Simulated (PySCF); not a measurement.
# Adding and removing an electron: PbF

r²SCAN; PySCF, scalar-relativistic core potentials, basis sets Pb aug-cc-pVDZ-PP with ECP60, F aug-cc-pVDZ. Neutral (UKS): doublet (π ↑), Re = 2.084 Å, ωe = 512 cm⁻¹, De = 4.66 eV, HOMO -4.15 eV, LUMO -3.63 eV.

PbF⁺ (UKS): singlet (closed shell), Re = 2.003 Å, ωe = 613 cm⁻¹. The energies at the minima are -292.78956 hartree for PbF and -292.53262 for PbF⁺.

(1) Work out the adiabatic ionisation energy, without and with harmonic zero-point energies (1 hartree = 27.2114 eV, 1 eV = 8065.5 cm⁻¹), and the change of the bond length.

PbF⁻ (UKS): triplet (π ↑↑), Re = 2.178 Å, ωe = 403 cm⁻¹, De = 2.64 eV to Pb + F⁻. The energies at the minima are -292.78956 hartree for PbF and -292.83877 for PbF⁻.

(2) Work out the adiabatic electron affinity, without and with harmonic zero-point energies (1 hartree = 27.2114 eV, 1 eV = 8065.5 cm⁻¹), and the change of the bond length.

These are scalar-relativistic numbers at best; spin–orbit coupling would shift them, the dissociation energy most. For an ion De counts to the pair picked by the measured ionisation energies or electron affinities, which need not be the lowest pair at this level. The highest Kohn–Sham level is positive in this anion. Much of that is self-interaction error, but it also means that the finite basis helps to hold the extra electron. States were picked by a PBE0 search and need not be the measured ground states.

Answers

(1) At r²SCAN: 0.25694 hartree = 6.992 eV between the minima; the zero-point term (613.0 − 512.0)/2 cm⁻¹ = +0.006 eV makes it 6.998 eV. Re changes by -8.1 pm against the neutral. The electron leaves a π orbital; in so polar a molecule the change of length follows mostly from the change of the ionic charges.

(2) At r²SCAN: 0.04921 hartree = 1.339 eV between the minima; the zero-point term (512.0 − 403.0)/2 cm⁻¹ = +0.007 eV makes it 1.346 eV. Re changes by +9.4 pm against the neutral. The electron enters a π orbital; in so polar a molecule the change of length follows mostly from the change of the ionic charges.
